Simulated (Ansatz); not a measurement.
The same path of ClGeH3 + H2 (7 atoms, charge 0, multiplicity 1) was run twice with different band settings. Lost on the way: Ge1–Cl2, H6–H7. Made: Ge1–H6, Cl2–H7.

The calculation used RKS B3LYP-D4/def2-SVP in Ansatz.

Relaxed end points:

```xyz
7
Properties=species:S:1:pos:R:3
Ge 0.488 0.000 -0.119
Cl 0.408 0.000 2.064
H 1.974 0.000 -0.517
H -0.224 1.271 -0.610
H -0.224 -1.271 -0.610
H -3.167 0.000 1.286
H -2.506 0.000 1.663
```

```xyz
7
Properties=species:S:1:pos:R:3
Ge -0.319 0.000 -0.559
Cl -0.380 0.000 3.460
H 0.938 0.000 0.325
H -0.349 1.260 -1.443
H -0.349 -1.260 -1.443
H -1.576 0.000 0.341
H -1.217 0.000 2.476
```

Common settings: movable images 5; climbing image yes; optimiser quadratic models (default); start path through a guess of the saddle point; force threshold 0.05 eV/Å; iteration limit 60; end points relaxed.

| run | spring |
| --- | --- |
| 1 | 5.0 eV/Å² |
| 2 | 20.0 eV/Å² |

What does each run give, and how far can it be trusted?

Run 1: converged after 12 iterations, highest image 2.265 eV above the first end. Neighbouring images differ by up to 1.5 eV, so the band resolves the path poorly. A vibrational analysis at the climbing image gives 2 clearly imaginary modes (1201i, 118i cm⁻¹): a point of higher order. A lower path may pass nearby, or the ends, which weren't checked, may share the extra mode.
Run 2: converged after 12 iterations, highest image 2.265 eV above the first end. Neighbouring images differ by up to 1.5 eV, so the band resolves the path poorly. Another band between the same ends (5 images) ends at a top of the same energy, where a vibrational analysis finds 2 clearly imaginary modes.
The orbitals stay closed-shell, which can raise the energy where a bond breaks towards radicals; this wasn't checked here.
